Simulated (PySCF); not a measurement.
# Group charges in `C/N=C/CO[SiH2]OC`

Species: C4H11NO2Si.
Numbering: `[CH3:1]/[N:2]=[CH:3]/[CH2:4][O:5][SiH2:6][O:7][CH3:8]` (hydrogens: H9, H10, H11 on C1; H12 on C3; H13, H14 on C4; H15, H16 on Si6; H17, H18, H19 on C8)

Structure used (PBE0-D3(BJ)/def2-SVP), in Å, numbered top down from 1:
```xyz
19
C4H11NO2Si angstrom
C      2.9039    0.9762    0.9251
N      2.4606   -0.0889    0.0736
C      1.2776   -0.0641   -0.3662
C      0.7572   -1.1302   -1.2853
O     -0.5058   -1.5984   -0.8822
Si    -1.9512   -0.8697   -1.2491
O     -2.1861    0.5451   -0.4162
C     -2.4120    0.6299    0.9648
H      2.1332    1.7471    1.1277
H      3.2468    0.5566    1.8850
H      3.7820    1.4662    0.4735
H      0.5611    0.7486   -0.1141
H      0.7165   -0.7206   -2.3162
H      1.4709   -1.9673   -1.2882
H     -1.9699   -0.4734   -2.6829
H     -2.9900   -1.8650   -0.8726
H     -2.7814    1.6386    1.2035
H     -1.4845    0.4585    1.5401
H     -3.1663   -0.1013    1.3093
```

Atomic charges (e) from the PBE0/pcSseg-1 density (PySCF):

| atom | Mulliken | IAO | Hirshfeld | ESP-fitted |
| --- | --- | --- | --- | --- |
| C1 | -0.1212 | -0.2984 | -0.0709 | -0.0206 |
| N2 | -0.4039 | -0.2613 | -0.1470 | -0.5296 |
| C3 | -0.0060 | +0.0211 | +0.0385 | +0.4131 |
| C4 | +0.1147 | -0.0613 | +0.0048 | -0.0713 |
| O5 | -0.6420 | -0.6353 | -0.2312 | -0.3965 |
| Si6 | +0.9845 | +1.1543 | +0.4419 | +0.6280 |
| O7 | -0.6458 | -0.6389 | -0.2330 | -0.4373 |
| C8 | -0.0278 | -0.1927 | -0.0330 | -0.0237 |
| H9 | +0.0849 | +0.1077 | +0.0324 | +0.0182 |
| H10 | +0.1257 | +0.1556 | +0.0492 | +0.0977 |
| H11 | +0.1255 | +0.1555 | +0.0492 | +0.0846 |
| H12 | +0.1113 | +0.0996 | +0.0336 | +0.0255 |
| H13 | +0.1208 | +0.1284 | +0.0427 | +0.0725 |
| H14 | +0.1345 | +0.1653 | +0.0491 | +0.1003 |
| H15 | -0.1438 | -0.1528 | -0.0774 | -0.0938 |
| H16 | -0.1415 | -0.1515 | -0.0768 | -0.0917 |
| H17 | +0.1222 | +0.1512 | +0.0479 | +0.0862 |
| H18 | +0.1043 | +0.1282 | +0.0383 | +0.0661 |
| H19 | +0.1036 | +0.1252 | +0.0414 | +0.0723 |

**Question.** Cut each of the bonds C1–N2, N2–C3, C3–C4, O5–C4, Si6–O5, O7–Si6 and C8–O7 in turn and sum the charges on the side of the atom named first.

**Answer.** In e; the other side holds the opposite charge:

```csv
bond cut,piece,atoms,Mulliken,IAO,Hirshfeld,ESP-fitted
C1–N2,CH3,4,+0.215,+0.120,+0.060,+0.180
N2–C3,CH3N,5,-0.189,-0.141,-0.087,-0.350
C3–C4,C2H4N,7,-0.084,-0.020,-0.015,+0.089
O5–C4,CH5O2Si,9,-0.286,-0.212,-0.082,-0.190
Si6–O5,CH5OSi,8,+0.356,+0.423,+0.149,+0.206
O7–Si6,CH3O,5,-0.344,-0.427,-0.138,-0.236
C8–O7,CH3,4,+0.302,+0.212,+0.095,+0.201
```

Extremes among these pieces. Mulliken: lowest CH3O at O7, highest CH5OSi at Si6; IAO: lowest CH3O at O7, highest CH5OSi at Si6; Hirshfeld: lowest CH3O at O7, highest CH5OSi at Si6; ESP-fitted: lowest CH3N at N2, highest CH5OSi at Si6.

**Question.** Do the schemes agree better on the pieces than on the single atoms at the cuts?

**Answer.** The spread between schemes averages 0.224 e for the pieces and 0.398 e for the atoms named first; it is smaller for the piece at 6 of the 7 cuts. On average they agree better on the pieces. The sign differs between schemes (beyond ±0.03 e) for C2H4N at C3.

Isolated species at its PBE0-D3(BJ)/def2-SVP geometry (one conformer only).
